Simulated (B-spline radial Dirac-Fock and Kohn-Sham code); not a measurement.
Dipole and non-dipole photoemission parameters of Hg²⁺ 5p1/2

System: the Hg²⁺ ion in the configuration [Xe] 4f14 5d10; threshold 107.4 eV (orbital energy of the model). These are calculated numbers from a radial atomic solver; the model is Dirac-Hartree-Slater photoionisation with a Latter tail; cross sections with all multipoles, angular parameters from the dipole term and its interference with E2.

For linearly polarised light dσ/dΩ = σ/(4π) [1 + β P₂(cos θ) + (δ + γ cos²θ) sin θ cos φ], with θ from the polarisation vector and φ the angle between the beam and the projection of the electron momentum on the plane normal to the polarisation.

| hν (eV) | σ (kb) | β | γ | δ |
| --- | --- | --- | --- | --- |
| 150 | 205 | 1.373 | 0.508 | -0.040 |
| 168 | 139 | 1.011 | 0.537 | -0.037 |
| 253 | 46.6 | -0.004 | 0.079 | 0.023 |
| 429 | 24.2 | 0.452 | 0.066 | 0.049 |
| 554 | 19.2 | 0.848 | 0.259 | 0.035 |
| 638 | 16.9 | 1.029 | 0.345 | 0.027 |
| 684 | 15.8 | 1.107 | 0.378 | 0.023 |
| 747 | 14.5 | 1.196 | 0.410 | 0.019 |
| 800 | 13.5 | 1.258 | 0.427 | 0.015 |
| 1080 | 9.74 | 1.468 | 0.427 | 0.004 |
| 1253.6 | 8.15 | 1.542 | 0.388 | 0.001 |
| 1486.9 | 6.58 | 1.606 | 0.322 | -0.002 |
| 1920 | 4.65 | 1.671 | 0.202 | -0.004 |
| 2000 | 4.38 | 1.678 | 0.182 | -0.004 |
| 2240 | 3.71 | 1.695 | 0.129 | -0.005 |
| 3210 | 2.11 | 1.720 | 0.005 | -0.006 |
| 3450 | 1.87 | 1.720 | -0.007 | -0.006 |
| 3680 | ? | ? | ? | ? |
| 3800 | 1.59 | 1.719 | -0.014 | -0.006 |
| 5414.7 | 0.836 | 1.696 | 0.055 | -0.007 |
| 8047.8 | 0.382 | 1.643 | 0.319 | -0.003 |
| 9070 | 0.298 | 1.623 | 0.437 | -0.001 |
| 10000 | 0.242 | 1.604 | 0.544 | 0.002 |
| 11900 | 0.165 | 1.568 | 0.761 | 0.009 |

Question: Give the values at 3680 eV.

Answer: σ = 1.68 kb, β = 1.720, γ = -0.013, δ = -0.006.
